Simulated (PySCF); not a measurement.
Species: C₅H₉ClSi.
Geometry (GFN2-xTB, Å), atoms numbered from 1 in this order:
```xyz
16
C5H9ClSi angstrom
Cl     3.358   -0.892    0.173
C      2.151    0.353    0.592
Si     0.676    0.193   -0.617
C     -0.327   -1.404   -0.338
C     -1.674   -0.911    0.106
C     -1.883    0.389    0.207
C     -0.770    1.339   -0.125
H      1.879    0.185    1.632
H      2.657    1.311    0.516
H      1.168    0.379   -1.985
H      0.099   -2.066    0.418
H     -0.433   -2.007   -1.241
H     -2.438   -1.641    0.331
H     -2.832    0.801    0.521
H     -0.559    1.981    0.731
H     -1.081    2.001   -0.934
```

Definitions: NICS(0) = −σiso at the ring centroid; NICS(1) = −σiso and NICS(1)zz = −σzz at ±1 Å along the ring normal z. Level: GIAO PBE0/pcSseg-1 (PySCF, non-relativistic, gas phase) on the GFN2-xTB geometry, one conformer.

Ring bond lengths (Å), with Mayer bond orders in brackets: Si3–C4 1.906 (0.90), C4–C5 1.501 (1.04), C5–C6 1.321 (1.91), C6–C7 1.501 (1.04), C7–Si3 1.909 (0.88).

Q: Give the NICS values of each ring in ppm.

A: 
| ring | type | NICS(0) | NICS(1), two faces | NICS(1)zz, two faces | rms pucker (Å) | centre to ring atoms, mean (Å) |
| --- | --- | --- | --- | --- | --- | --- |
| Si3–C4–C5–C6–C7 | 5-membered ring with Si; formal bonds 1 double, 4 single | -1.8 | -2.9 / -2.6 | -2.4 / -1.0 | 0.00 | 1.38 |

Q: What do they say, and how far can they be read as aromaticity?

A: 
- Si3–C4–C5–C6–C7: mean NICS(1)zz -1.7 ppm, near zero. Si3, C4, C7 have four or more neighbours, so the value isn't read as a sign of a π ring current.

Q: How shielded are the nuclei of the rings and their hydrogens (means over atoms taken as equivalent)?

A: 
```
   atoms                  environment  σ isotropic (ppm)
     Si3                  SiH silicon              352.6
 C4 (×2)  sp3 carbon bound to silicon              167.9
 C5 (×2)             alkene CH carbon               48.7
     H10                Si–H hydrogen              27.07
H11 (×2)           methylene hydrogen              30.11
H12 (×2)           methylene hydrogen              29.94
H13 (×2)             vinylic hydrogen              25.61
```
